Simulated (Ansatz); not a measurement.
Job for Ansatz (a quantum-chemistry and plane-wave program): R-B3LYP-D3(BJ)/def2-TZVP on CH4 (SMILES C).

Ansatz 0.2 input:
```yaml
crystal:
  periodic: [false, false, false]
  atoms:
    - {symbol: C, position_ang: [0.00000000, 0.00000000, 0.00000000]}
    - {symbol: H, position_ang: [0.62910000, 0.62910000, 0.62910000]}
    - {symbol: H, position_ang: [-0.62910000, -0.62910000, 0.62910000]}
    - {symbol: H, position_ang: [0.62910000, -0.62910000, -0.62910000]}
    - {symbol: H, position_ang: [-0.62910000, 0.62910000, -0.62910000]}
basis:
  gaussian:
    orbitals: def2-TZVP
hamiltonian:
  xc: b3lyp
  dispersion: d3bj
relax: {f_tol: 0.004, max_steps: 120}
scf: {lower_state_search: off}
```

Question: What total energy does the run end on?

Answer: -40.5394 hartree.
